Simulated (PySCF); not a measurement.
Computed IR spectrum (relative IR intensity) of a molecule C4H2Cl3F. Coordinates come from a PBE-D3(BJ)/def2-SVP optimisation. Other conformers were not sampled. Method: PBE-D3(BJ)/def2-SVP (PySCF 2.14.0). Frequencies are harmonic and unscaled.

```csv
ν (cm⁻¹),relative intensity
391,5.6
518,5.2
522,3.3
787,100
806,49
855,16
1017,91
1147,11
1236,11
1399,4.5
2020,6.1
```

### Question
Identify the compound among the candidates.
A. FC=C=CC(Cl)(Cl)Cl
B. C=C=C(Cl)C(F)(Cl)Cl
C. F/C=C(\Cl)C=C(Cl)Cl
D. C#C[C@H](F)C(Cl)(Cl)Cl

### Answer
B, C=C=C(Cl)C(F)(Cl)Cl
